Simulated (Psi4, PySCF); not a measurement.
ClGa, singlet, geometry from GFN2-xTB (such geometries of metal compounds can be far from the true shape), atoms displaced at random by about 0.08 Å a coordinate. Base run: PySCF with TPSS/6-31G, gradient.

Input for PySCF:
```python
from pyscf import gto, scf, dft

mol = gto.M(
    atom='''
Ga   -0.01441050   -0.04998244   -0.83608093
Cl    0.13261656    0.02459498    1.31652892
''',
    basis='6-31g',
    verbose=4,
)

mf = dft.RKS(mol)
mf.xc = 'tpss'
mf.kernel()
g = mf.nuc_grad_method()
grad = g.kernel()
```

Programs used: Psi4, PySCF; a row that names a program was run with it.

The coordinate followed is z of atom 2.

The base run was repeated with changes; each row names its change, and settings that it needs were set with it.

```tsv
change	dE/dx (Eh/bohr)	net force (Eh/bohr)
base	-0.038458	0.000035
grids.level = 5; grid_response = on	-0.038448	0.000000
grids.level = 0; grid_response = off	-0.037224	0.001075
grids.level = 0; grid_response = on	-0.036476	0.000000
finite difference step (bohr) = 0.05; conv_tol = 1e-11	-0.038583	-
finite difference step (bohr) = 0.2; conv_tol = 1e-11	-0.040580	-
code = psi4	-0.038734	0.000116
conv_tol = 1e-6	-0.038465	0.000035
grid_response = on	-0.038452	0.000000
grids.level = 1; grid_response = off	-0.038333	0.000301
density fitting = on; auxbasis_response = off	-0.038448	0.000120
finite difference step (bohr) = 1e-4; conv_tol = 1e-11	-0.038452	-
```

The net force is zero for an exact gradient.
